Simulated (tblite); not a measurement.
Compound: C7H11ClSi2.
Cartesian coordinates in Å at the GFN2-xTB level; atoms count from 1:
```xyz
21
C7H11ClSi2 angstrom
C      2.9756    1.2669   -1.3283
C      2.0748    0.3959   -0.6031
C      1.3352   -0.3334   -0.0026
C      0.4377   -1.2012    0.7279
Si    -0.4444   -0.1842    2.1281
Si    -1.9534    1.0472    0.8839
C     -1.5820    0.3955   -0.8854
C     -1.5007   -1.0933   -0.8751
C     -0.6104   -1.7814   -0.1650
Cl    -0.6631   -3.5264   -0.2037
H      3.9195    1.3557   -0.7910
H      2.5366    2.2595   -1.4341
H      3.1730    0.8614   -2.3208
H      1.0275   -2.0092    1.1674
H      0.6121    0.5364    2.8490
H     -1.0123   -1.1685    3.0581
H     -1.7825    2.5056    0.8819
H     -3.3677    0.7890    1.1864
H     -0.6252    0.8150   -1.2014
H     -2.3338    0.7172   -1.6031
H     -2.2257   -1.6306   -1.4694
```

Computed values, GFN2-xTB/tblite, gas phase, harmonic and unscaled. The method is semi-empirical: single wavenumbers can be off by several per cent or more. Modes of hydrogen on silicon can be 10 to 20 % off. One conformer, not necessarily the lowest. The optimisation stopped once no atom felt more than 0.01 eV/Å.

Lowest wavenumbers of the output (negative numbers stand for imaginary wavenumbers):
```
mode    cm-1
  1     -34.4
  2      44.5
  3      71.0
  4      87.0
  5     107.0
  6     191.1
  7     218.2
  8     237.9
  9     268.6
 10     275.3
```

Q: Is this structure a minimum?

A: Not by this Hessian. 1 mode is imaginary beyond 20i (34i cm⁻¹), so at this level the point lies at or near a first-order saddle. The curvature is small, so loose convergence or finite differences may be the whole cause.

Q: Which atoms move in the imaginary mode?

A: 34i: H11 (methyl hydrogen) 34 %, H13 (methyl hydrogen) 33 %, H12 (methyl hydrogen) 33 %. These are shares of the mass-weighted motion.

Q: What is the remedy?

A: Step along that mode in both directions, optimise again with tighter thresholds and repeat the frequencies. The zero-point energy of this point (92.0 kcal/mol) counts the 56 real modes alone, and thermal corrections from it aren't those of a minimum.
